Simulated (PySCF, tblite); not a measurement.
Species: C₈H₁₃FSi.
Geometry (GFN2-xTB, Å), atoms numbered from 1 in this order:
```xyz
23
C8H13FSi angstrom
C     -2.1236    2.7004   -0.4284
C     -1.1533    2.1288   -0.0244
C      0.0123    1.3976    0.4291
C      0.1753    0.0599   -0.3102
F      0.5981    0.3708   -1.6134
Si     1.6168   -1.0148    0.4212
C      3.2476   -0.1045    0.1073
C     -1.1029   -0.7239   -0.3844
C     -1.5531   -1.2268   -1.5235
C     -1.8138   -0.9324    0.9188
H     -2.9672    3.2178   -0.7748
H     -0.0614    1.2141    1.5034
H      0.9034    2.0027    0.2401
H      1.3849   -1.1765    1.8642
H      1.5647   -2.3067   -0.2626
H      3.3324    0.1966   -0.9334
H      4.0924   -0.7466    0.3365
H      3.3402    0.7877    0.7212
H     -1.0453   -1.0638   -2.4574
H     -2.4591   -1.8070   -1.5622
H     -2.2725   -0.0017    1.2514
H     -2.5982   -1.6755    0.8023
H     -1.1224   -1.2693    1.6895
```

Computed with PBE0/pcSseg-1 in PySCF (dipole) on a GFN2-xTB geometry, gas phase.

Take the most abundant isotopes and a rigid rotor. The values belong to one conformer with, in the numbering `[CH:1]#[C:2][CH2:3][C@@:4]([F:5])([SiH2:6][CH3:7])[C:8](=[CH2:9])[CH3:10]`, C2–C3–C4–F5 73°, C3–C4–Si6–C7 -65°, C3–C4–C8–C9 130°.

Question: Give the principal moments of inertia and the rotational constants in MHz.

Answer: Ia = 333.54, Ib = 589.86, Ic = 700.42 u·Å²; 505379 MHz·u·Å²/I gives A = 1515, B = 856.8, C = 721.5 MHz.

Question: What kind of rotor is it?

Answer: An asymmetric top; Ray's κ = -0.659.

Question: What does the inertial defect say?

Answer: Not planar: Δ = Ic − Ia − Ib = -222.98 u·Å². For a rigid frame Δ = −2 Σ m c², so Σ m c² = 111.49 u·Å² lies off the ab plane: 22.64 from hydrogen and 88.85 from heavier atoms. The atom farthest from that plane is 2.15 Å away.

Question: Which lines would a microwave search look for?

Answer: The dipole components are |μa| = 0.65 D, |μb| = 0.15 D, |μc| = 1.63 D. The squared components, which scale the intensities, stand as 0.16 : 0.01 : 1.00 (a : b : c). Some lines, for components of 0.1 D or more:

| type | branch | J(Ka,Kc) | MHz | lower level (cm⁻¹) |
| --- | --- | --- | --- | --- |
| c | Q | 2(1,2) ← 2(0,2) | 542 | 0.157 |
| b | Q | 1(1,0) ← 1(0,1) | 794 | 0.053 |
| a | Q | 3(1,2) ← 3(1,3) | 810 | 0.326 |
| b | Q | 3(1,2) ← 3(0,3) | 1211 | 0.313 |
| b | R | 1(1,1) ← 0(0,0) | 2237 | 0.000 |
| b | R | 2(0,2) ← 1(1,1) | 2479 | 0.075 |
| b | R | 3(1,2) ← 2(2,1) | 2950 | 0.255 |
| b | Q | 3(3,0) ← 3(2,1) | 3551 | 0.416 |
| b | R | 2(1,2) ← 1(0,1) | 3680 | 0.053 |
| a | R | 3(2,1) ← 2(2,0) | 4808 | 0.255 |
| b | R | 2(2,1) ← 1(1,0) | 5267 | 0.079 |
| b | R | 2(2,0) ← 1(1,1) | 5421 | 0.075 |

Question: Estimate the classical rotational partition function at 10 K, 50 K and 100 K.

Answer: Point group C1, symmetry number σ = 1; q = (√π/σ)·√((kT/h)³/(ABC)), k/h = 20836.6 MHz/K: 5510 at 10 K, 61600 at 50 K, 174000 at 100 K.

Its GFN2-xTB frequencies are all real (lowest 27 cm⁻¹). These are rigid-rotor constants of the computed structure; measured ground-state constants (B0) also hold zero-point vibration. A rigid rotor knows nothing of internal rotation, which can split or shift real lines.

The run took 2.2 min (grids of density and orbitals included) on one thread, Arm Neoverse N1 (aarch64), shared host with 64 logical CPUs at a one-minute load of 60, and the process peaked at 1.1 GiB of memory. This is the PBE0/pcSseg-1 job that gave the dipole, with the shieldings it also computed.
